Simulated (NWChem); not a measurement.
**Ionisation of H2B**

```xyz
3

B      0.0000     0.0000     0.1478
H      1.0882     0.0000    -0.3696
H     -1.0882     0.0000    -0.3696
```
Charge 0, spin multiplicity 2.

Everything below was run with NWChem. All single points use one geometry, from UPBE0/def2-SVP, a minimum by its harmonic frequencies.

Basis set: def2-TZVPD. The species with one electron less has spin multiplicity 1 and keeps the geometry of the parent. Δ marks differences of total energies (open shells unrestricted). −ε marks an orbital energy of the parent. That orbital need not have the symmetry of the hole or added electron in the Δ rows. That singlet is a closed-shell solution.

B3LYP has NWChem's definition, with VWN1-RPA local correlation. The structure started from a generated list of species. The unpaired electrons of the parent sit in orbitals of symmetry a1 (C2v labels of the run); other states weren't searched. The stability of the SCF solutions was not checked.

### Question
One of these methods gave a first vertical ionisation energy of 8.79 eV. Which?
(A) ΔPBE
(B) −ε(alpha HOMO) of BP86
(C) G0W0@PBE0
(D) −ε(alpha HOMO) of B3LYP

### Answer
C, G0W0@PBE0. The others give 9.23 (ΔPBE), 5.90 (−ε(alpha HOMO) of B3LYP), 5.02 (−ε(alpha HOMO) of BP86).
